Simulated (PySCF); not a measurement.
Estimate the missing entries of this data sheet.

C5H3NS.
Structure used (GFN2-xTB), in Å, numbered top down from 1:
```xyz
10
C5H3NS angstrom
C      2.7644   -0.5049    0.5061
C      1.5945   -0.3187    0.3027
C      0.2293   -0.1258    0.0770
C     -0.3953    0.9638   -0.4753
N     -1.7355    0.8739   -0.5710
C     -2.1730   -0.2417   -0.1147
S     -0.9610   -1.3258    0.4949
H      3.7892   -0.6480    0.6759
H      0.1046    1.8496   -0.8219
H     -3.2084   -0.5176   -0.0962
```

```csv
property,level,value
point group of the GFN2-xTB geometry,GFN2-xTB,?
"rotational constants A, B, C of the GFN2-xTB geometry",GFN2-xTB,"5.501, 1.837, 1.377 GHz"
dipole moment,PBE0/def2-SVPD,1.19 D
HOMO energy,PBE0/def2-SVPD,?
LUMO energy,PBE0/def2-SVPD,-1.63 eV
lowest singlet excitation,TDDFT PBE0/def2-SVPD,?
strongest line among the 6 lowest singlet transitions,TDDFT PBE0/def2-SVPD,?
lowest triplet excitation (Tamm–Dancoff),TDA PBE0/def2-SVPD,?
static isotropic polarisability,PBE0/def2-SVPD,?
electronic spatial extent ⟨r²⟩ about the centre of nuclear charge,PBE0/def2-SVPD,812 bohr²
13C chemical shifts (computed TMS as zero) by class,GIAO PBE0/pcSseg-1,"157.7 (C6), 153.6 (C4), 128.0 (C3), 97.5 (C1), 78.7 (C2) ppm"
1H chemical shifts (computed TMS as zero) by class,GIAO PBE0/pcSseg-1,"8.26 (H10), 8.17 (H9), 3.38 (H8) ppm"
"isotropic shieldings of nuclei other than C and H, by class",GIAO PBE0/pcSseg-1,"-93 (N5), 185 (S7) ppm"
```

Gas-phase values; electronic properties from PySCF, density fitting. Isolated species at its GFN2-xTB geometry, gas phase.

(1) The static isotropic polarisability?

(2) What is the strongest line among the 6 lowest singlet transitions?

(3) The lowest singlet excitation?

(4) What is the point group of the GFN2-xTB geometry?

(5) The HOMO energy?

(6) The lowest triplet excitation (Tamm–Dancoff)?

## Answers

(1) 82.7 au.

(2) S2 at 4.86 eV (255 nm, f = 0.232).

(3) 4.85 eV (255 nm, f = 0.000).

(4) Cs.

(5) -7.08 eV.

(6) 3.15 eV.

The rotational constants make it an asymmetric top with κ = (2B − A − C)/(A − C) = -0.78, nearer the prolate limit (−1). The vertical singlet–triplet gap S1 − T1 is 1.70 eV (TDDFT singlet less Tamm–Dancoff triplet; S1: HOMO−1→LUMO, weight 0.98; T1: HOMO→LUMO, weight 0.95). With B = h/(8π²I), that is 505.379 GHz u Å² over I, the principal moments of inertia are 91.9, 275.1 and 367.0 u Å² (most abundant isotopes). The polarisability is 12.25 Å³ as a volume (1 au = 0.148185 Å³), or 1.48 au for each of the 56 electrons.
